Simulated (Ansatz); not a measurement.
# Molecular dynamics of F2H4OW

Input file:

```yaml
crystal:
  periodic: [false, false, false]
  atoms:
    - { symbol: W, position_ang: [-0.03537, -0.261414, 0.019979] }
    - { symbol: O, position_ang: [-0.35467, -0.297106, 1.82077] }
    - { symbol: H, position_ang: [-0.86564, -0.196658, 2.63242] }
    - { symbol: H, position_ang: [1.489754, 0.421881, 0.089253] }
    - { symbol: H, position_ang: [0.060566, 1.45191, -0.116622] }
    - { symbol: H, position_ang: [-1.308605, 0.856913, -0.060388] }
    - { symbol: F, position_ang: [0.403541, -2.123707, -0.205263] }
    - { symbol: F, position_ang: [-0.299076, -0.263218, -1.813047] }
basis:
  gaussian: { orbitals: def2-SVP }
hamiltonian:
  xc: r2scan
md:
  timestep: 1.0
  n_steps: 250
  ensemble: nve
  temperature: 500.0
  initial_velocities: maxwell_boltzmann
  seed: 279694
```

Run as:

```bash
$ ansatz run input.yaml --threads 4 --pin off --max-ram 5120MiB --backend cpu --events-out ev --progress --plain --runs-dir out
```

It starts from a relaxed structure.

Output, in part (one step line in 3, the closing report, with atoms numbered from 0):

```
md step     0: t =     0.00 fs  T =   500.0 K  F+E_penalty+E_count = -9365.86225563 eV  E_kin = 0.387780 eV  conserved = -9365.47447563 eV  (30 SCF iters)
md step     3: t =     3.00 fs  T =   241.8 K  F+E_penalty+E_count = -9365.65340511 eV  E_kin = 0.187531 eV  conserved = -9365.46587400 eV  (33 SCF iters)
md step     6: t =     6.00 fs  T =   352.9 K  F+E_penalty+E_count = -9365.74550777 eV  E_kin = 0.273726 eV  conserved = -9365.47178215 eV  (33 SCF iters)
md step     9: t =     9.00 fs  T =   291.8 K  F+E_penalty+E_count = -9365.69682279 eV  E_kin = 0.226283 eV  conserved = -9365.47053942 eV  (33 SCF iters)
md step    12: t =    12.00 fs  T =   108.0 K  F+E_penalty+E_count = -9365.55036096 eV  E_kin = 0.083722 eV  conserved = -9365.46663858 eV  (34 SCF iters)
md step    15: t =    15.00 fs  T =   311.8 K  F+E_penalty+E_count = -9365.71275140 eV  E_kin = 0.241848 eV  conserved = -9365.47090384 eV  (33 SCF iters)
md step    18: t =    18.00 fs  T =   267.1 K  F+E_penalty+E_count = -9365.67735776 eV  E_kin = 0.207151 eV  conserved = -9365.47020716 eV  (32 SCF iters)
md step    21: t =    21.00 fs  T =   233.5 K  F+E_penalty+E_count = -9365.64983918 eV  E_kin = 0.181087 eV  conserved = -9365.46875199 eV  (33 SCF iters)
md step    24: t =    24.00 fs  T =   380.0 K  F+E_penalty+E_count = -9365.76703926 eV  E_kin = 0.294725 eV  conserved = -9365.47231429 eV  (34 SCF iters)
md step    27: t =    27.00 fs  T =   169.9 K  F+E_penalty+E_count = -9365.59868166 eV  E_kin = 0.131762 eV  conserved = -9365.46691952 eV  (34 SCF iters)
md step    30: t =    30.00 fs  T =   228.2 K  F+E_penalty+E_count = -9365.64691692 eV  E_kin = 0.176995 eV  conserved = -9365.46992214 eV  (33 SCF iters)
md step    33: t =    33.00 fs  T =   289.3 K  F+E_penalty+E_count = -9365.69634813 eV  E_kin = 0.224397 eV  conserved = -9365.47195136 eV  (31 SCF iters)
md step    36: t =    36.00 fs  T =   134.4 K  F+E_penalty+E_count = -9365.57137445 eV  E_kin = 0.104239 eV  conserved = -9365.46713539 eV  (32 SCF iters)
md step    39: t =    39.00 fs  T =   264.8 K  F+E_penalty+E_count = -9365.67722082 eV  E_kin = 0.205398 eV  conserved = -9365.47182275 eV  (33 SCF iters)
md step    42: t =    42.00 fs  T =   227.7 K  F+E_penalty+E_count = -9365.64665758 eV  E_kin = 0.176624 eV  conserved = -9365.47003352 eV  (33 SCF iters)
md step    45: t =    45.00 fs  T =   166.3 K  F+E_penalty+E_count = -9365.59688666 eV  E_kin = 0.129011 eV  conserved = -9365.46787573 eV  (34 SCF iters)
md step    48: t =    48.00 fs  T =   265.4 K  F+E_penalty+E_count = -9365.67634483 eV  E_kin = 0.205807 eV  conserved = -9365.47053795 eV  (32 SCF iters)
md step    51: t =    51.00 fs  T =   227.9 K  F+E_penalty+E_count = -9365.64744587 eV  E_kin = 0.176725 eV  conserved = -9365.47072106 eV  (33 SCF iters)
md step    54: t =    54.00 fs  T =   172.3 K  F+E_penalty+E_count = -9365.60240647 eV  E_kin = 0.133609 eV  conserved = -9365.46879791 eV  (32 SCF iters)
md step    57: t =    57.00 fs  T =   220.5 K  F+E_penalty+E_count = -9365.64138120 eV  E_kin = 0.171041 eV  conserved = -9365.47034037 eV  (33 SCF iters)
md step    60: t =    60.00 fs  T =   165.2 K  F+E_penalty+E_count = -9365.59651133 eV  E_kin = 0.128137 eV  conserved = -9365.46837409 eV  (33 SCF iters)
md step    63: t =    63.00 fs  T =   213.5 K  F+E_penalty+E_count = -9365.63608356 eV  E_kin = 0.165580 eV  conserved = -9365.47050342 eV  (32 SCF iters)
md step    66: t =    66.00 fs  T =   261.3 K  F+E_penalty+E_count = -9365.67218753 eV  E_kin = 0.202640 eV  conserved = -9365.46954780 eV  (32 SCF iters)
md step    69: t =    69.00 fs  T =   250.1 K  F+E_penalty+E_count = -9365.66376643 eV  E_kin = 0.193950 eV  conserved = -9365.46981608 eV  (33 SCF iters)
md step    72: t =    72.00 fs  T =   231.5 K  F+E_penalty+E_count = -9365.64953008 eV  E_kin = 0.179541 eV  conserved = -9365.46998934 eV  (33 SCF iters)
md step    75: t =    75.00 fs  T =   268.9 K  F+E_penalty+E_count = -9365.67868350 eV  E_kin = 0.208538 eV  conserved = -9365.47014531 eV  (34 SCF iters)
md step    78: t =    78.00 fs  T =   228.4 K  F+E_penalty+E_count = -9365.64636951 eV  E_kin = 0.177122 eV  conserved = -9365.46924788 eV  (33 SCF iters)
md step    81: t =    81.00 fs  T =   229.9 K  F+E_penalty+E_count = -9365.64637750 eV  E_kin = 0.178299 eV  conserved = -9365.46807888 eV  (32 SCF iters)
md step    84: t =    84.00 fs  T =   364.8 K  F+E_penalty+E_count = -9365.75630840 eV  E_kin = 0.282930 eV  conserved = -9365.47337801 eV  (32 SCF iters)
md step    87: t =    87.00 fs  T =   206.9 K  F+E_penalty+E_count = -9365.62740172 eV  E_kin = 0.160472 eV  conserved = -9365.46692991 eV  (33 SCF iters)
md step    90: t =    90.00 fs  T =   297.4 K  F+E_penalty+E_count = -9365.70085818 eV  E_kin = 0.230672 eV  conserved = -9365.47018629 eV  (32 SCF iters)
md step    93: t =    93.00 fs  T =   328.1 K  F+E_penalty+E_count = -9365.72570300 eV  E_kin = 0.254439 eV  conserved = -9365.47126371 eV  (33 SCF iters)
md step    96: t =    96.00 fs  T =   191.6 K  F+E_penalty+E_count = -9365.61584363 eV  E_kin = 0.148593 eV  conserved = -9365.46725033 eV  (32 SCF iters)
md step    99: t =    99.00 fs  T =   335.6 K  F+E_penalty+E_count = -9365.73120184 eV  E_kin = 0.260258 eV  conserved = -9365.47094427 eV  (32 SCF iters)
md step   102: t =   102.00 fs  T =   279.4 K  F+E_penalty+E_count = -9365.68700177 eV  E_kin = 0.216682 eV  conserved = -9365.47032024 eV  (32 SCF iters)
md step   105: t =   105.00 fs  T =   195.3 K  F+E_penalty+E_count = -9365.61950396 eV  E_kin = 0.151438 eV  conserved = -9365.46806616 eV  (34 SCF iters)
md step   108: t =   108.00 fs  T =   367.8 K  F+E_penalty+E_count = -9365.75706534 eV  E_kin = 0.285224 eV  conserved = -9365.47184116 eV  (33 SCF iters)
md step   111: t =   111.00 fs  T =   226.5 K  F+E_penalty+E_count = -9365.64331997 eV  E_kin = 0.175657 eV  conserved = -9365.46766256 eV  (33 SCF iters)
md step   114: t =   114.00 fs  T =   291.7 K  F+E_penalty+E_count = -9365.69612984 eV  E_kin = 0.226202 eV  conserved = -9365.46992742 eV  (32 SCF iters)
md step   117: t =   117.00 fs  T =   399.4 K  F+E_penalty+E_count = -9365.78214637 eV  E_kin = 0.309746 eV  conserved = -9365.47240064 eV  (32 SCF iters)
md step   120: t =   120.00 fs  T =   183.9 K  F+E_penalty+E_count = -9365.60897213 eV  E_kin = 0.142655 eV  conserved = -9365.46631691 eV  (33 SCF iters)
md step   123: t =   123.00 fs  T =   307.7 K  F+E_penalty+E_count = -9365.71011515 eV  E_kin = 0.238608 eV  conserved = -9365.47150763 eV  (32 SCF iters)
md step   126: t =   126.00 fs  T =   270.3 K  F+E_penalty+E_count = -9365.68061951 eV  E_kin = 0.209640 eV  conserved = -9365.47097974 eV  (33 SCF iters)
md step   129: t =   129.00 fs  T =   136.3 K  F+E_penalty+E_count = -9365.57301331 eV  E_kin = 0.105684 eV  conserved = -9365.46732886 eV  (33 SCF iters)
md step   132: t =   132.00 fs  T =   276.4 K  F+E_penalty+E_count = -9365.68446919 eV  E_kin = 0.214350 eV  conserved = -9365.47011871 eV  (33 SCF iters)
md step   135: t =   135.00 fs  T =   257.0 K  F+E_penalty+E_count = -9365.67028818 eV  E_kin = 0.199333 eV  conserved = -9365.47095495 eV  (33 SCF iters)
md step   138: t =   138.00 fs  T =   191.4 K  F+E_penalty+E_count = -9365.61595428 eV  E_kin = 0.148447 eV  conserved = -9365.46750739 eV  (32 SCF iters)
md step   141: t =   141.00 fs  T =   332.1 K  F+E_penalty+E_count = -9365.73000568 eV  E_kin = 0.257537 eV  conserved = -9365.47246880 eV  (33 SCF iters)
md step   144: t =   144.00 fs  T =   178.5 K  F+E_penalty+E_count = -9365.60613687 eV  E_kin = 0.138442 eV  conserved = -9365.46769518 eV  (34 SCF iters)
md step   147: t =   147.00 fs  T =   185.3 K  F+E_penalty+E_count = -9365.61392750 eV  E_kin = 0.143743 eV  conserved = -9365.47018474 eV  (33 SCF iters)
md step   150: t =   150.00 fs  T =   211.4 K  F+E_penalty+E_count = -9365.63367015 eV  E_kin = 0.163938 eV  conserved = -9365.46973243 eV  (34 SCF iters)
md step   153: t =   153.00 fs  T =   168.6 K  F+E_penalty+E_count = -9365.59951729 eV  E_kin = 0.130781 eV  conserved = -9365.46873584 eV  (33 SCF iters)
md step   156: t =   156.00 fs  T =   234.0 K  F+E_penalty+E_count = -9365.65252072 eV  E_kin = 0.181479 eV  conserved = -9365.47104141 eV  (33 SCF iters)
md step   159: t =   159.00 fs  T =   274.0 K  F+E_penalty+E_count = -9365.68261727 eV  E_kin = 0.212537 eV  conserved = -9365.47007984 eV  (33 SCF iters)
md step   162: t =   162.00 fs  T =   224.6 K  F+E_penalty+E_count = -9365.64352130 eV  E_kin = 0.174169 eV  conserved = -9365.46935246 eV  (33 SCF iters)
md step   165: t =   165.00 fs  T =   182.9 K  F+E_penalty+E_count = -9365.61003148 eV  E_kin = 0.141829 eV  conserved = -9365.46820231 eV  (34 SCF iters)
md step   168: t =   168.00 fs  T =   254.5 K  F+E_penalty+E_count = -9365.66901103 eV  E_kin = 0.197371 eV  conserved = -9365.47164001 eV  (32 SCF iters)
md step   171: t =   171.00 fs  T =   156.3 K  F+E_penalty+E_count = -9365.58985872 eV  E_kin = 0.121201 eV  conserved = -9365.46865752 eV  (34 SCF iters)
md step   174: t =   174.00 fs  T =   178.4 K  F+E_penalty+E_count = -9365.60710857 eV  E_kin = 0.138335 eV  conserved = -9365.46877344 eV  (33 SCF iters)
md step   177: t =   177.00 fs  T =   285.8 K  F+E_penalty+E_count = -9365.69330532 eV  E_kin = 0.221660 eV  conserved = -9365.47164534 eV  (33 SCF iters)
md step   180: t =   180.00 fs  T =   176.3 K  F+E_penalty+E_count = -9365.60514850 eV  E_kin = 0.136765 eV  conserved = -9365.46838340 eV  (32 SCF iters)
md step   183: t =   183.00 fs  T =   238.7 K  F+E_penalty+E_count = -9365.65348470 eV  E_kin = 0.185113 eV  conserved = -9365.46837158 eV  (33 SCF iters)
md step   186: t =   186.00 fs  T =   341.6 K  F+E_penalty+E_count = -9365.73757990 eV  E_kin = 0.264948 eV  conserved = -9365.47263239 eV  (33 SCF iters)
md step   189: t =   189.00 fs  T =   137.5 K  F+E_penalty+E_count = -9365.57339557 eV  E_kin = 0.106626 eV  conserved = -9365.46676989 eV  (33 SCF iters)
md step   192: t =   192.00 fs  T =   289.2 K  F+E_penalty+E_count = -9365.69695209 eV  E_kin = 0.224256 eV  conserved = -9365.47269563 eV  (32 SCF iters)
md step   195: t =   195.00 fs  T =   190.2 K  F+E_penalty+E_count = -9365.61603741 eV  E_kin = 0.147504 eV  conserved = -9365.46853344 eV  (33 SCF iters)
md step   198: t =   198.00 fs  T =   121.2 K  F+E_penalty+E_count = -9365.56140356 eV  E_kin = 0.093987 eV  conserved = -9365.46741703 eV  (34 SCF iters)
md step   201: t =   201.00 fs  T =   352.1 K  F+E_penalty+E_count = -9365.74563561 eV  E_kin = 0.273078 eV  conserved = -9365.47255763 eV  (33 SCF iters)
md step   204: t =   204.00 fs  T =   249.2 K  F+E_penalty+E_count = -9365.66188015 eV  E_kin = 0.193244 eV  conserved = -9365.46863621 eV  (32 SCF iters)
md step   207: t =   207.00 fs  T =   276.3 K  F+E_penalty+E_count = -9365.68396637 eV  E_kin = 0.214301 eV  conserved = -9365.46966553 eV  (32 SCF iters)
md step   210: t =   210.00 fs  T =   354.8 K  F+E_penalty+E_count = -9365.74727793 eV  E_kin = 0.275197 eV  conserved = -9365.47208074 eV  (33 SCF iters)
md step   213: t =   213.00 fs  T =   143.1 K  F+E_penalty+E_count = -9365.57806604 eV  E_kin = 0.111019 eV  conserved = -9365.46704672 eV  (34 SCF iters)
md step   216: t =   216.00 fs  T =   253.3 K  F+E_penalty+E_count = -9365.66526546 eV  E_kin = 0.196479 eV  conserved = -9365.46878657 eV  (32 SCF iters)
md step   219: t =   219.00 fs  T =   344.1 K  F+E_penalty+E_count = -9365.73916497 eV  E_kin = 0.266864 eV  conserved = -9365.47230048 eV  (32 SCF iters)
md step   222: t =   222.00 fs  T =   230.2 K  F+E_penalty+E_count = -9365.64568355 eV  E_kin = 0.178499 eV  conserved = -9365.46718434 eV  (32 SCF iters)
md step   225: t =   225.00 fs  T =   415.2 K  F+E_penalty+E_count = -9365.79458104 eV  E_kin = 0.322006 eV  conserved = -9365.47257478 eV  (32 SCF iters)
md step   228: t =   228.00 fs  T =   272.1 K  F+E_penalty+E_count = -9365.67912613 eV  E_kin = 0.210994 eV  conserved = -9365.46813221 eV  (33 SCF iters)
md step   231: t =   231.00 fs  T =   226.9 K  F+E_penalty+E_count = -9365.64469630 eV  E_kin = 0.175947 eV  conserved = -9365.46874961 eV  (34 SCF iters)
md step   234: t =   234.00 fs  T =   327.8 K  F+E_penalty+E_count = -9365.72604969 eV  E_kin = 0.254257 eV  conserved = -9365.47179234 eV  (33 SCF iters)
md step   237: t =   237.00 fs  T =   220.1 K  F+E_penalty+E_count = -9365.63885156 eV  E_kin = 0.170730 eV  conserved = -9365.46812143 eV  (32 SCF iters)
md step   240: t =   240.00 fs  T =   282.1 K  F+E_penalty+E_count = -9365.68906383 eV  E_kin = 0.218792 eV  conserved = -9365.47027188 eV  (32 SCF iters)
md step   243: t =   243.00 fs  T =   329.4 K  F+E_penalty+E_count = -9365.72648577 eV  E_kin = 0.255459 eV  conserved = -9365.47102713 eV  (33 SCF iters)
md step   246: t =   246.00 fs  T =   244.8 K  F+E_penalty+E_count = -9365.65780762 eV  E_kin = 0.189825 eV  conserved = -9365.46798277 eV  (33 SCF iters)
md step   249: t =   249.00 fs  T =   298.2 K  F+E_penalty+E_count = -9365.70125537 eV  E_kin = 0.231304 eV  conserved = -9365.46995088 eV  (32 SCF iters)
md step   250: t =   250.00 fs  T =   303.4 K  F+E_penalty+E_count = -9365.70518995 eV  E_kin = 0.235301 eV  conserved = -9365.46988924 eV  (32 SCF iters)
Total energy: -9365.70521369 eV, -344.1833183002 hartree
Atom 0 at    -0.036932    -0.278294     0.026414 Å, force    -0.847209     0.812411    -1.257005 eV/Å
Atom 1 at    -0.358314    -0.205665     1.826070 Å, force     0.312969    -0.319807    -0.249556 eV/Å
Atom 2 at    -0.970319     0.241169     2.400697 Å, force    -0.515462     0.338975     0.720652 eV/Å
Atom 3 at     1.415275     0.439763     0.053350 Å, force     0.924736     0.302975     0.083432 eV/Å
Atom 4 at     0.074993     1.495768    -0.173774 Å, force    -0.228256    -0.927284     0.217754 eV/Å
Atom 5 at    -1.339253     0.887670    -0.107264 Å, force     0.528268    -0.489827     0.272432 eV/Å
Atom 6 at     0.458441    -2.132127    -0.255492 Å, force    -0.255005     0.548909     0.162507 eV/Å
Atom 7 at    -0.325427    -0.196596    -1.809829 Å, force     0.079959    -0.266353     0.049784 eV/Å
Dipole moment:    -0.307292     0.267530     0.714324 e Å
```

All steps were run. The conserved energy stayed within 1.1 meV per atom of its start (net change 0.57 meV per atom), so the integration is sound. Over the second half the temperature averaged 0.49 of the 500 K drawn at the start: a run that starts near a minimum puts about half its kinetic energy into the potential. A run of 0.25 ps of so small a system gives no equilibrium averages.

The same pairs are bonded in the first frame and the last. Pairs count as bonded within 1.25 times the sum of covalent radii (0.12 Å more for H–H).

Last frame:

```xyz
8
Properties=species:S:1:pos:R:3
W -0.037 -0.278 0.026
O -0.358 -0.206 1.826
H -0.970 0.241 2.401
H 1.415 0.440 0.053
H 0.075 1.496 -0.174
H -1.339 0.888 -0.107
F 0.458 -2.132 -0.256
F -0.325 -0.197 -1.810
```

Time of the run: 4.3 min on 4 threads of Intel(R) Xeon(R) Platinum 8488C (Sapphire Rapids) (shared host), peak memory 0.19 GiB.
